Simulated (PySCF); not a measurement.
First SCF of a structure search on singlet K₂Br₂, at a hand-made rhombic ring geometry. PySCF input:

```python
from pyscf import gto, scf, dft
mol = gto.M(atom='''
K      2.241000     0.000000     0.000000
K     -2.241000     0.000000     0.000000
Br     0.000000     2.403200     0.000000
Br     0.000000    -2.403200     0.000000''',
    basis={'K': 'def2-TZVP', 'Br': 'def2-TZVP'},
    charge=0, spin=0)
mf = dft.RKS(mol, xc='PBE0')
mf.grids.atom_grid = (50, 194)
aux = {'K': 'def2-universal-JKFIT', 'Br': 'def2-universal-JKFIT'}
mf = mf.density_fit(auxbasis=aux)
mf.conv_tol = 1e-08
mf.diis_space = 10
mf.max_cycle = 60
mf.init_guess = 'minao'
mf.verbose = 4
mf.kernel()
```

Excerpt of the output (cycles and frontier levels):

```
init E= -6345.03791270046
  HOMO = -0.344859322327076  LUMO = -0.0864863353041825  gap/eV = 7.03069
cycle= 1 E= -6347.39474329228  delta_E= -2.36  |g|= 0.409  |ddm|= 1.63
  HOMO = -0.165559404166162  LUMO = -0.0331813110087111  gap/eV = 3.60219
cycle= 2 E= -6347.4160124512  delta_E= -0.0213  |g|= 0.293  |ddm|= 1.02
  HOMO = -0.234222964088136  LUMO = -0.0355317505841919  gap/eV = 5.40666
cycle= 3 E= -6347.44477011059  delta_E= -0.0288  |g|= 0.124  |ddm|= 0.488
  HOMO = -0.227215944722064  LUMO = -0.0352376639066323  gap/eV = 5.22400
cycle= 4 E= -6347.44620522218  delta_E= -0.00144  |g|= 0.00397  |ddm|= 0.0743
  HOMO = -0.228065161615515  LUMO = -0.0349490294928394  gap/eV = 5.25496
cycle= 5 E= -6347.44620868039  delta_E= -3.46e-06  |g|= 0.00213  |ddm|= 0.00738
  HOMO = -0.228095209666982  LUMO = -0.0349392578000147  gap/eV = 5.25604
cycle= 6 E= -6347.44620986761  delta_E= -1.19e-06  |g|= 0.000232  |ddm|= 0.00174
  HOMO = -0.228074499600206  LUMO = -0.0349073643967852  gap/eV = 5.25635
cycle= 7 E= -6347.44620988581  delta_E= -1.82e-08  |g|= 5.77e-05  |ddm|= 0.00034
  HOMO = -0.228073151255375  LUMO = -0.0349052963381178  gap/eV = 5.25637
cycle= 8 E= -6347.44620988674  delta_E= -9.33e-10  |g|= 7.54e-06  |ddm|= 5.56e-05
  HOMO = -0.228070951898097  LUMO = -0.0349045726749075  gap/eV = 5.25632
Extra cycle  E= -6347.44620988674  delta_E=    0  |g|= 7.76e-06  |ddm|= 1.79e-05
converged SCF energy = -6347.44620988674
```

No lower solution of this spin was found by a stability analysis within the restricted form, which does not test spin polarisation.

The search for the lowest solution, with the stability check, took 14 s on 4 threads of a shared Intel Xeon Platinum 8488C (Sapphire Rapids) host, with 162 basis functions; the process peaked at 0.51 GiB.
